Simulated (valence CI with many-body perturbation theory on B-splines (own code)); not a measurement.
## Hyperfine factors and g values of Pt²⁷⁺

Calculated by valence CI with perturbative core correlation (CI+MBPT): five valence electrons over a frozen Dirac-Fock core [Kr] 4d10, a basis of 7 s, 7 p, 7 d, 7 f, 4 g, 2 h functions for each j, with the one-electron correlation potential Σ1 (screened to all orders), the two-electron term Σ2, the three-electron term Σ3, Breit, model QED; selected single and double excitations, second order for the rest (own B-spline code, finite nucleus).

No measured spectrum was set against this ion. As an estimate, large intervals hold to a few tenths of a per cent, small ones and those within an open d or f shell to about a per cent. Core correlation moves these levels by up to 4500 cm⁻¹, and in measured spectra 5 to 20 % of such shifts remained as error; rates that hang on mixing are uncertain with them. Among the levels kept, up to 790 cm⁻¹ of a level comes from second order outside the variational space, and about a tenth of that is noise between levels of different J, which matters for small intervals. Only levels of the ground parity were solved; by the run's estimate the other parity begins above the list, which can be wrong where configurations are misplaced.

A/g_I is the dipole constant over the nuclear g factor μ/I (μ in nuclear magnetons, uniformly magnetised nucleus), B/Q the quadrupole constant per barn. Both hold the static response of the core; the bare values leave it out. Large factors of s and p1/2 electrons are usually good to 5 to 10 %; those of open d and f shells near neutrality can be off by tens of per cent, and small factors of p3/2, d and f electrons come from cancelling terms and can be off by a factor of two or in sign, in half-filled shells by more. B is blank for J = 1/2, where it vanishes, and for nearly pure S terms. Energies count from the lowest level.

Names give the largest LS component (configuration and term), which can be under half, so a name can repeat, a term be missing and a line seem to break the LS rules; names also repeat where a configuration has a term twice. Letters in brackets count levels of one name in rising energy.

| Level | E (cm⁻¹) | g | A/g_I (MHz) | A/g_I bare | B/Q (MHz/b) | B/Q bare |
| --- | --- | --- | --- | --- | --- | --- |
| 4f5 6H°_5/2 | 0.0 | 0.467 | 6450 | 5560 | -4670 | -4170 |
| 4f5 6H°_7/2 | 17388 | 0.873 | 4100 | 3950 | -3960 | -3550 |
| 4f5 6F°_5/2 [a] | 30520 | 1.077 | 3600 | 3900 | -2100 | -1860 |
| 4f5 6H°_9/2 | 31373 | 1.062 | 3150 | 3360 | -3720 | -3340 |
| 4f5 6F°_3/2 | 32184 | 0.943 | 4610 | 4710 | -937 | -814 |
| 4f5 6F°_1/2 | 34577 | -0.488 | 13900 | 11600 |  |  |
| 4f5 6H°_11/2 | 41994 | 1.155 | 2790 | 3190 | -3700 | -3340 |
| 4f5 6F°_7/2 | 45364 | 1.296 | 1900 | 2540 | -98.5 | -119 |
| 4f5 6H°_13/2 | 49765 | 1.189 | 2740 | 3220 | -3740 | -3410 |
| 4f5 4I°_15/2 | 51265 | 1.112 | 3250 | 3590 | -1550 | -1500 |
| 4f5 6F°_9/2 | 57907 | 1.351 | 1620 | 2360 | 1660 | 1430 |
| 4f5 6F°_5/2 [b] | 62776 | 0.984 | 3890 | 3990 | -2730 | -2450 |
| 4f5 4M°_15/2 | 67819 | 1.051 | 3320 | 3520 | -584 | -593 |
| 4f5 6F°_11/2 | 68876 | 1.342 | 1760 | 2500 | 3250 | 2830 |
| 4f5 4F°_3/2 | 71482 | 0.594 | 5980 | 5350 | -134 | -134 |
| 4f5 4I°_9/2 [a] | 73898 | 0.848 | 4220 | 4020 | -2190 | -1940 |
| 4f5 4L°_13/2 | 74544 | 0.953 | 3810 | 3830 | -724 | -677 |
| 4f5 4K°_11/2 | 75306 | 0.943 | 3800 | 3790 | -1210 | -1090 |
| 4f5 4P°_5/2 | 77728 | 1.351 | 1830 | 2600 | -2900 | -2590 |
| 4f5 4G°_7/2 [a] | 81681 | 1.041 | 3510 | 3710 | -2680 | -2420 |
| 4f5 4M°_17/2 | 84114 | 1.008 | 3550 | 3680 | 3740 | 3280 |
| 4f5 2P°_1/2 | 86415 | 0.413 | 10300 | 9740 |  |  |
| 4f5 6P°_3/2 | 90183 | 1.948 | -2870 | -1180 | 1010 | 872 |
| 4f5 4G°_9/2 [a] | 94537 | 1.070 | 3320 | 3570 | -1200 | -1100 |
| 4f5 4L°_15/2 | 94752 | 1.002 | 3610 | 3720 | -145 | -140 |
| 4f5 4M°_19/2 | 96369 | 1.058 | 3330 | 3560 | 4640 | 4070 |
| 4f5 2G°_7/2 | 97461 | 0.854 | 4130 | 3930 | 902 | 830 |
| 4f5 4F°_5/2 | 99383 | 0.883 | 4680 | 4620 | 733 | 630 |
| 4f5 4I°_9/2 [b] | 99819 | 1.040 | 3280 | 3440 | 2560 | 2260 |
| 4f5 4H°_11/2 | 100010 | 1.104 | 3110 | 3430 | 808 | 701 |
| 4f5 4K°_13/2 | 101510 | 0.948 | 3880 | 3890 | -2120 | -1860 |
| 4f5 4M°_21/2 | 101570 | 1.082 | 3290 | 3560 | 5680 | 4980 |
| 4f5 2K°_15/2 | 102820 | 1.078 | 3060 | 3300 | -142 | -167 |
| 4f5 4L°_17/2 | 104700 | 1.023 | 3630 | 3800 | -226 | -204 |
| 4f5 4D°_7/2 | 106890 | 1.442 | 778 | 1650 | 1600 | 1390 |
| 4f5 4I°_13/2 | 107800 | 1.070 | 3260 | 3500 | 254 | 206 |
| 4f5 4I°_11/2 | 108390 | 0.948 | 3560 | 3530 | -1610 | -1400 |
| 4f5 6P°_5/2 | 109080 | 1.396 | 1490 | 2340 | -1870 | -1650 |
| 4f5 4H°_13/2 | 110920 | 1.075 | 3190 | 3430 | -1200 | -1080 |
| 4f5 4D°_3/2 | 113460 | 1.307 | 1190 | 1770 | 780 | 705 |

Q: Take the isotope of mass number 195, with I = 1/2, μ = 0.6073 μN. What is the hyperfine structure of 4f5 6F°_1/2?

A: From the table A = 16900 MHz. Shifts from the centre of gravity in MHz: F = 0: -12700, F = 1: 4220.
